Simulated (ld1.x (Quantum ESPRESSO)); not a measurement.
Reading a pseudo-wave (boron)

Columns: radius, all-electron u(r) and pseudo u(r) of the 2p shell (level -3.73 eV) of boron in the configuration [He] 2s1.75 2p1.25; PBE, scalar-relativistic, PAW scheme, ld1.x (Quantum ESPRESSO) 7.5.

```json
{"r (bohr)": "0.217", "all-electron": "0.0993", "pseudo": "0.0077"}
{"r (bohr)": "0.435", "all-electron": "0.2595", "pseudo": "0.0305"}
{"r (bohr)": "0.652", "all-electron": "0.3989", "pseudo": "0.0663"}
{"r (bohr)": "0.870", "all-electron": "0.5028", "pseudo": "0.1127"}
{"r (bohr)": "1.088", "all-electron": "0.5740", "pseudo": "0.1659"}
{"r (bohr)": "1.305", "all-electron": "0.6140", "pseudo": "0.2217"}
{"r (bohr)": "1.522", "all-electron": "0.6288", "pseudo": "0.2764"}
{"r (bohr)": "1.740", "all-electron": "0.6245", "pseudo": "0.3264"}
{"r (bohr)": "1.957", "all-electron": "0.6067", "pseudo": "0.3680"}
{"r (bohr)": "2.175", "all-electron": "0.5798", "pseudo": "0.3995"}
{"r (bohr)": "2.392", "all-electron": "0.5474", "pseudo": "0.4191"}
{"r (bohr)": "2.610", "all-electron": "0.5118", "pseudo": "0.4269"}
{"r (bohr)": "2.827", "all-electron": "0.4752", "pseudo": "0.4235"}
{"r (bohr)": "3.045", "all-electron": "0.4386", "pseudo": "0.4103"}
{"r (bohr)": "3.262", "all-electron": "0.4032", "pseudo": "0.3898"}
{"r (bohr)": "3.480", "all-electron": "0.3692", "pseudo": "0.3641"}
{"r (bohr)": "3.697", "all-electron": "0.3373", "pseudo": "0.3359"}
{"r (bohr)": "3.915", "all-electron": "0.3073", "pseudo": "0.3071"}
{"r (bohr)": "4.132", "all-electron": "0.2796", "pseudo": "0.2796"}
{"r (bohr)": "4.350", "all-electron": "0.2538", "pseudo": "0.2538"}
{"r (bohr)": "4.567", "all-electron": "0.2302", "pseudo": "0.2302"}
{"r (bohr)": "4.785", "all-electron": "0.2084", "pseudo": "0.2084"}
{"r (bohr)": "5.002", "all-electron": "0.1885", "pseudo": "0.1885"}
{"r (bohr)": "5.220", "all-electron": "0.1703", "pseudo": "0.1703"}
{"r (bohr)": "5.437", "all-electron": "0.1537", "pseudo": "0.1537"}
{"r (bohr)": "5.655", "all-electron": "0.1385", "pseudo": "0.1385"}
```

How many radial nodes do the two functions have?

The all-electron 2p function has n − l − 1 = 0; the pseudo-wave has 0.

At about which radius was the pseudo-wave matched?

4.35 bohr. The columns agree to 0.0005 from 3.92 bohr on; several derivatives are matched, so the curves merge somewhat inside the radius.

Is the pseudo-wave norm-conserving?

No, it belongs to a PAW set: the norm inside the radius is not constrained, and the difference is carried by the augmentation charge.
